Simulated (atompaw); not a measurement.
## Cutoff test, chromium (Cr), PAW (atompaw)

atompaw 4.2.0.5 input, output lines left out:

```
Cr 24
GGA-PBESOL scalarrelativistic loggrid 1500 logderivrange -2 5 176
4 4 3 0 0 0
4 0 0.75
4 1 0
3 2 5
0 0 0
c
c
c
v
c
c
v
v
2
3.00 2.70 2.50 1.80
y
1.2
n
y
0.7
n
y
3.45
n
bloechl besselshape
3 0 ultrasoft
```

The pseudo-atom Hamiltonian at the reference potential is diagonalised in spherical Bessel functions j_l(qr) that vanish at 20 bohr, with q² up to the cutoff. All-electron valence levels (Ry): 4s -0.3974, 4p -0.1538, 3d -0.3325.

How do the lowest levels (Ry) of each channel move with the cutoff, and are there ghosts?

```json
{"cutoff (Ry)": "8", "s #1": "-0.3974", "p #1": "-0.1538", "d #1": "0.0096", "f #1": "0.0695", "f #2": "0.1858", "Σ f·Δε (mRy)": "1710.8"}
{"cutoff (Ry)": "10", "s #1": "-0.3974", "p #1": "-0.1538", "d #1": "-0.1724", "f #1": "0.0695", "f #2": "0.1858", "Σ f·Δε (mRy)": "800.5"}
{"cutoff (Ry)": "12", "s #1": "-0.3974", "p #1": "-0.1538", "d #1": "-0.2904", "f #1": "0.0695", "f #2": "0.1858", "Σ f·Δε (mRy)": "210.6"}
{"cutoff (Ry)": "15", "s #1": "-0.3974", "p #1": "-0.1538", "d #1": "-0.3210", "f #1": "0.0695", "f #2": "0.1858", "Σ f·Δε (mRy)": "57.7"}
{"cutoff (Ry)": "18", "s #1": "-0.3974", "p #1": "-0.1538", "d #1": "-0.3308", "f #1": "0.0695", "f #2": "0.1858", "Σ f·Δε (mRy)": "8.8"}
{"cutoff (Ry)": "21", "s #1": "-0.3974", "p #1": "-0.1538", "d #1": "-0.3320", "f #1": "0.0695", "f #2": "0.1858", "Σ f·Δε (mRy)": "2.6"}
{"cutoff (Ry)": "25", "s #1": "-0.3974", "p #1": "-0.1538", "d #1": "-0.3324", "f #1": "0.0695", "f #2": "0.1858", "Σ f·Δε (mRy)": "0.7"}
{"cutoff (Ry)": "30", "s #1": "-0.3974", "p #1": "-0.1538", "d #1": "-0.3325", "f #1": "0.0695", "f #2": "0.1858", "Σ f·Δε (mRy)": "0.1"}
{"cutoff (Ry)": "35", "s #1": "-0.3974", "p #1": "-0.1538", "d #1": "-0.3325", "f #1": "0.0695", "f #2": "0.1858", "Σ f·Δε (mRy)": "0.0"}
{"cutoff (Ry)": "400", "s #1": "-0.3974", "p #1": "-0.1538", "d #1": "-0.3325", "f #1": "0.0695", "f #2": "0.1858", "Σ f·Δε (mRy)": "0.0"}
```

Result: no extra level below or beside the all-electron valence levels (s, p, d, f tested); 10 mRy is reached at 18 Ry and 1 mRy at 25 Ry.
